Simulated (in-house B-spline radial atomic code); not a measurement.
A calculation on Yb III (Yb2+): its settings, and results tabulated from the run. Computed with an all-electron radial atomic-structure program (B-spline basis): Dirac-Kohn-Sham LC-wPBE, spherical fractional occupations, exact exchange averaged over the configuration, Fermi nucleus of rms radius 5.3108 fm.

Command:
```bash
python run_scf.py task.json out
```
Settings (nuclear radius in fm, mass in u):
```
Z                70
configuration    [Xe] 4f14
hamiltonian      dirac
method           lc_wpbe
spin_polarised   False
nucleus          fermi
rms_radius       5.3108
atomic_mass      173.93887
speed_of_light   137.035999084
exact_exchange   averaged over the configuration
```

Output (hartree, bohr):
```
 radial grid: 78 intervals, B-splines of order 8, outer radius 53.7037 bohr

 iter        energy (Eh)    residual
    1      -14072.396290    5.93e-01
    2      -14070.135343    2.79e-01
    3      -14071.449218    2.57e-01
    4      -14072.426166    1.79e-01
    5      -14069.827642    3.67e-01
    6      -14073.278586    2.76e-02
    7      -14073.305820    5.23e-03
    8      -14073.306814    6.44e-04
    9      -14073.306824    2.41e-04
   10      -14073.306826    3.32e-06
   11      -14073.306826    1.03e-06
   12      -14073.306826    4.49e-08

 total energy                    -14073.30683
 kinetic                           15630.0757
 electron-nucleus                 -34909.7625
 Hartree                            5500.4348
 exact exchange                      -14.9425
 exchange-correlation               -279.1124

 first-order corrections (not in the total)
   Gaunt                            15.8370
   retardation                      -1.6747
   frequency dependence             -0.2471
   self-energy                      11.3477
   Uehling                          -2.0050
   Wichmann-Kroll                    0.0731
   recoil                            0.0278

 orbital      occ     eigenvalue          <r>       <r^2>       <1/r>     <1/r^2>       <r^4>       r_max    small
 1s1/2      2.000     -2247.9829    0.0196625 0.000529997     80.6197     15272.6 7.55904e-07     0.01237  6.90e-02
 2s1/2      2.000      -381.2541    0.0827494  0.00815203     19.4663     2016.26 0.000115636     0.07076  1.55e-02
 2p1/2      2.000      -363.6930    0.0687241   0.0058602     19.4382     638.431 7.03948e-05     0.05297  1.55e-02
 2p3/2      4.000      -325.2216    0.0762231  0.00707235     16.6884     380.071 9.81084e-05     0.05939  1.42e-02
 3s1/2      2.000       -86.5068     0.216225   0.0535779     7.13586     446.482   0.0043414      0.1996  5.03e-03
 3p1/2      2.000       -78.7511     0.206042   0.0494381     7.05109     143.072  0.00387385      0.1874  4.97e-03
 3p3/2      4.000       -70.5843     0.220066    0.056182     6.34595     86.4151  0.00495783      0.2007  4.59e-03
 3d3/2      4.000       -57.3835     0.193484   0.0440072     6.23336     48.6724  0.00344289      0.1581  4.47e-03
 3d5/2      6.000       -55.5994     0.197823   0.0458701     6.06281     45.4783  0.00371385      0.1618  4.36e-03
 4s1/2      2.000       -17.6194     0.487932    0.269073      2.9832     109.219    0.105513      0.4557  1.62e-03
 4p1/2      2.000       -14.4792     0.495808    0.280142     2.87251     34.1409    0.117708      0.4571  1.54e-03
 4p3/2      4.000       -12.6341      0.52812    0.317613     2.62794     20.6758    0.151444      0.4854  1.39e-03
 4d3/2      4.000        -7.4696     0.554035    0.356915     2.40362     10.5364    0.209335      0.4863  1.20e-03
 4d5/2      6.000        -7.1339     0.565565    0.371843     2.34342     9.81023    0.227529      0.4954  1.16e-03
 5s1/2      2.000        -2.7720      1.21611      1.6692     1.09707     17.3361     4.21312       1.075  3.17e-04
 5p1/2      2.000        -1.8883       1.3627     2.11422    0.967235     4.66541     7.04203       1.171  2.51e-04
 5p3/2      4.000        -1.6584       1.4741     2.47512    0.882558     2.79441     9.68933       1.261  2.15e-04
 4f5/2      6.000        -0.8614     0.766372    0.798264     1.75527     4.09866     2.10079      0.4811  7.10e-04
 4f7/2      8.000        -0.8123     0.786414    0.848287     1.72168     3.95475     2.45453      0.4867  6.90e-04
```

Time taken, with all properties: 24 s on 1 thread of Arm Neoverse N1 (shared host).

For the Dirac Hamiltonian the kinetic term is c α·p + (β - 1)c².
